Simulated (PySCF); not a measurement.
# An isoelectronic set: 55 electrons

HF in PySCF with def2-SVPD on every atom (core potentials on Cd, In, Sn, Sb), for the lowest determinant that a PBE0 search found; no spin–orbit coupling. All have 55 electrons, 7 of them in the valence shells, and the same state, a quartet (σ ↑, π ↑↑). For ions De leads to the atom and ion picked by measured ionisation energies and electron affinities.

```tsv
species	difference of nuclear charges	Re (Å)	ωe (cm⁻¹)	k (mdyn/Å)	De (eV)	dissociates to
CdC⁻	42	2.463	280	0.503	n/a	Cd + C⁻
BeSn⁻	46	2.459	365	0.659	n/a	Be + Sn⁻
InC	43	2.255	473	1.43	2.01	In + C
BeSb	47	2.424	452	1.01	0.63	Be + Sb
BSb⁺	46	2.225	400	0.953	1.82	B⁺ + Sb
```

Q: Which member of the whole set has the stiffest bond, and how does it compare with the softest?

A: InC with k = 1.43 mdyn/Å, 2.9 times that of CdC⁻.

Spin–orbit coupling is left out, which matters for elements this heavy, above all for dissociation energies. For an ion De counts to the pair picked by the measured ionisation energies or electron affinities, which need not be the lowest pair at this level. Hartree–Fock leaves out correlation, which carries a large part of most bond energies and some tenths to 1 eV of ionisation energies. States were picked by a PBE0 search and need not be the measured ground states.
